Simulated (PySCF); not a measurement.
dimethyl telluride (C₂H₆Te), SMILES C[Te]C. Coordinates come from a PBE-D3(BJ)/def2-SVP optimisation. The def2 effective core potentials stand for the cores of Te; spin–orbit coupling is left out.

Computed with PBE-D3(BJ)/def2-SVP (PySCF 2.14.0).

Harmonic wavenumbers (cm⁻¹): 109, 120, 163, 510, 514, 753, 785, 818, 860, 1181, 1199, 1378, 1386, 1388, 1394, 2991, 2994, 3113, 3114, 3114, 3118. Rotational constants (GHz): 8.057, 5.859, 3.551; symmetry number 2.

Q: Work out the zero-point energy and the ideal-gas rigid-rotor harmonic-oscillator thermochemistry at 298.15 K and 1 atm.

A: ZPE = ½ Σ hcν = ½ × 31002 cm⁻¹ = 44.32 kcal/mol. H − E(el) = 48.48 kcal/mol. Entropy in cal/(mol K): translation 41.08, rotation 23.69, vibration 11.15, total 75.91. G − E(el) = 25.84 kcal/mol. Cp = 19.61 cal/(mol K). Modes under 150 cm⁻¹ make the vibrational entropy uncertain.
